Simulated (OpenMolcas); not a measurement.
d9 ions of charge +2 down a group on the Ca site of CsCaF3

* Program: OpenMolcas 26.06
* Method: SS-CASPT2, IPEA 0.25 Eh, imaginary shift 0.1 Eh
* Spin-orbit coupling: state interaction with AMFI integrals over the reference wave functions

The d shell is active; CASPT2 correlates the ligand valence shells and the outer metal core. Each dopant is a cluster with its nearest anions in model potentials and point charges, with no relaxation. Distances were set from a Shannon-type radius of the metal (high-spin where two are listed) plus a fixed donor radius (F 1.31 Å), in hosts weighted 0.65 to 0.35 with the host's distance in the model lattice. Ligand basis ANO-RCC-VDZP, DKH2 Hamiltonian. States (labels of O, the rotations of Oh). Energies in cm-1 above the lowest state or level, χT in cm3 K/mol; 10Dq is the gap between the two states. Spin-only χT is S(S+1) / 2 for the spin of the ground state.

```
 Ion  Shell  R (Å)   Metal basis  Ground state  First state of that spin   10Dq  First gap with spin-orbit (degeneracies)  χT at 300 K  Spin-only χT
Cu2+    3d9  2.118  ANO-RCC-VTZP            2E                  2T2 5660   5664                               5010 (4, 2)        0.633         0.375
Ag2+    4d9  2.255  ANO-RCC-VTZP            2E                 2T2 10810  10810                               9450 (4, 2)        0.609         0.375
```

|10Dq| changes by a factor of 10810 / 5664 = 1.91 from Cu2+ to Ag2+.

χT departs most from the spin-only value for Cu2+, by +0.258 cm3 K/mol.

Roots that are degenerate in the reference are averaged as groups; the widest CASPT2 spread within a group is 110 cm-1 (the 3-fold group of multiplicity 2 near 10800 cm-1 above the lowest state of its run, Ag2+). Shifts and gaps below about the spread of the groups concerned are not significant. Over all roots computed the reference weight is 0.72 to 0.73 in Cu2+, 0.72 to 0.73 in Ag2+; a low but even weight reflects the number of correlated electrons. An orbital doublet at a regular site is open to a Jahn-Teller distortion, which this geometry leaves out. Ligand-to-metal charge-transfer states are missing. Free-ion shares, where given, are those of the reference states; single-state CASPT2 does not remix them. A single d shell leaves out the double-shell effect, which counts most for late 3d ions, where the CASPT2 field can be off either way by tens of per cent (holds for Cu2+). With one d shell and no ligand orbital active, 10Dq can be off by tens of per cent for divalent 3d ions, low with halides held by bare charges and at times high in hosts, and the orbital part of g and χT goes as 1/10Dq (holds for Cu2+). With one d shell and no ligand orbital active, 10Dq can be off by a tenth or more (holds for Ag2+). No measured value stands beside these numbers; the geometry was set by hand and not optimised.
